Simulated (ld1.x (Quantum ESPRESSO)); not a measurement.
Transferability test, TM potential for tantalum (Ta)

* Element: tantalum (Ta)
* Generator: ld1.x (Quantum ESPRESSO) 7.5
* Type: norm-conserving Troullier–Martins (Kleinman–Bylander form)
* Functional: PBE
* Relativity: scalar-relativistic
* Frozen core: [Xe] 4f14
* Valence charge: 5
* Reference configuration: 5d3 6s2 6p0
* Partial waves: 6p (bound, empty): rc 3.00 bohr; 5d (bound): rc 2.80 bohr; 6s (bound): rc 2.00 bohr
* Local potential: the s channel
* Core correction: a·sin(br)/r model core inside 1.15 bohr

Energies are relative to the spin-unpolarised reference configuration 5d3 6s2 6p0; without spin polarisation the order of configurations can differ from experiment.

**Question.** Give the all-electron excitation energy and the error of the potential for: 5d3 6s1 6p0; 5d3 6s0 6p0; 5d2 6s0 6p0; 5d3 6s1.5 6p0; 5d3 6s0 6p2; 5d3.5 6s1.5 6p0; 5d2 6s2 6p0.

**Answer.**

```csv
valence configuration,charge,ΔE all-electron (eV),error AE − PS (meV)
5d3 6s1 6p0,+1,8.467,-4.1
5d3 6s0 6p0,+2,23.439,-38
5d2 6s0 6p0,+3,47.043,-255
5d3 6s1.5 6p0,+0.5,3.461,-1.2
5d3 6s0 6p2,0,8.595,-23
5d3.5 6s1.5 6p0,0,0.989,-7.2
5d2 6s2 6p0,+1,7.681,+8.7
```

Levels in the configuration 5d3 6s0 6p2:

```csv
level,all-electron (eV),pseudo (eV)
5d,-6.049,-6.132
6p,-2.696,-2.687
```
